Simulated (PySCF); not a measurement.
GeHF₃, SMILES [F][GeH]([F])[F].

Coordinates come from a TPSSh-D3(BJ)/def2-SVP optimisation.

Computed with TDA-B3LYP/def2-SVPD (PySCF 2.14.0).

Vertical excitations; the highest root listed may be one member of a degenerate set. Gas-phase values at a fixed geometry. State labels are in the subgroup Cs.

Computed UV-visible absorptions:
| state | symmetry | energy (eV) | λ (nm) | f | main pairs |
|---|---|---|---|---|---|
| S1 | A" | 9.06 | 137 | 0.000 | HOMO−1→LUMO 98 % |
| S2 | A' | 9.27 | 134 | 0.233 | HOMO→LUMO 91 % |
| S3 | A" | 9.31 | 133 | 0.005 | HOMO−3→LUMO (degenerate set) |
| S4 | A' | 9.31 | 133 | 0.005 | HOMO−2→LUMO (degenerate set) |
| S5 | A' | 9.69 | 128 | 0.018 | HOMO−5→LUMO (degenerate set) |
| S6 | A" | 9.69 | 128 | 0.018 | HOMO−4→LUMO (degenerate set) |
| S7 | A" | 10.01 | 124 | 0.107 | HOMO→LUMO+1 (degenerate set) |
| S8 | A' | 10.01 | 124 | 0.107 | HOMO→LUMO+2 (degenerate set) |
| S9 | A' | 10.35 | 120 | 0.027 | HOMO−1→LUMO+1 (degenerate set) |
| S10 | A" | 10.35 | 120 | 0.027 | HOMO−1→LUMO+2 (degenerate set) |
| T1 | A' | 7.84 | 158 | 0 | HOMO→LUMO 95 % |
| T2 | A" | 8.63 | 144 | 0 | HOMO−1→LUMO 93 % |
| T3 | A" | 8.78 | 141 | 0 | HOMO−3→LUMO (degenerate set) |
| T4 | A' | 8.78 | 141 | 0 | HOMO−2→LUMO (degenerate set) |
Triplets are in the Tamm–Dancoff approximation.
